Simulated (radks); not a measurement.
Trend from Rb to Xe: ionisation energy by Delta-SCF between NIST ground configurations, and size. All-electron calculation, Dirac Kohn-Sham, BLYP, spin-unpolarised, spherical densities, finite nucleus; open shells are shared between the two j in proportion to 2j + 1; Fermi nuclear charge, rms radius of each element as measured or else 0.836 A^(1/3) + 0.57 fm. Program: a radial shooting solver on a logarithmic mesh with Libxc functionals.

species	configuration	configuration of the ion	IE (eV)	NIST (eV)	kind
Rb	[Kr] 5s1	[Kr]	4.193	4.177	exp.
Sr	[Kr] 5s2	[Kr] 5s1	5.808	5.695	exp.
Zr	[Kr] 4d2 5s2	[Kr] 4d2 5s1	7.060	6.634	exp.
Nb	[Kr] 4d4 5s1	[Kr] 4d4	6.669	6.759	exp.
Mo	[Kr] 4d5 5s1	[Kr] 4d5	6.935	7.092	exp.
Tc	[Kr] 4d5 5s2	[Kr] 4d5 5s1	8.123	7.119	exp.
Ru	[Kr] 4d7 5s1	[Kr] 4d7	7.366	7.361	exp.
Rh	[Kr] 4d8 5s1	[Kr] 4d8	7.549	7.459	exp.
Pd	[Kr] 4d10	[Kr] 4d9	9.082	8.337	exp.
Ag	[Kr] 4d10 5s1	[Kr] 4d10	7.873	7.576	exp.
Cd	[Kr] 4d10 5s2	[Kr] 4d10 5s1	9.319	8.994	exp.
In	[Kr] 4d10 5s2 5p1	[Kr] 4d10 5s2	5.368	5.786	exp.
Sn	[Kr] 4d10 5s2 5p2	[Kr] 4d10 5s2 5p1	6.815	7.344	exp.
Sb	[Kr] 4d10 5s2 5p3	[Kr] 4d10 5s2 5p2	8.214	8.608	exp.
Te	[Kr] 4d10 5s2 5p4	[Kr] 4d10 5s2 5p3	9.599	9.010	exp.
I	[Kr] 4d10 5s2 5p5	[Kr] 4d10 5s2 5p4	10.987	10.451	exp.
Xe	[Xe]	[Kr] 4d10 5s2 5p5	12.385	12.130	exp.

Reference values: NIST Atomic Spectra Database (exp. = measured, semi-emp. = semi-empirical, theory = theoretical value adopted there). Spin polarisation and multiplet splitting are left out, so open shells lie too high by an amount that depends on their filling. Sharing an open shell by 2j + 1 raises it above the true ground level by a part of the spin-orbit splitting, which enters the differences from NIST.

Beside tabulated values, note that spin-unpolarised runs miss the spin-polarisation part of the exchange energy of open shells.
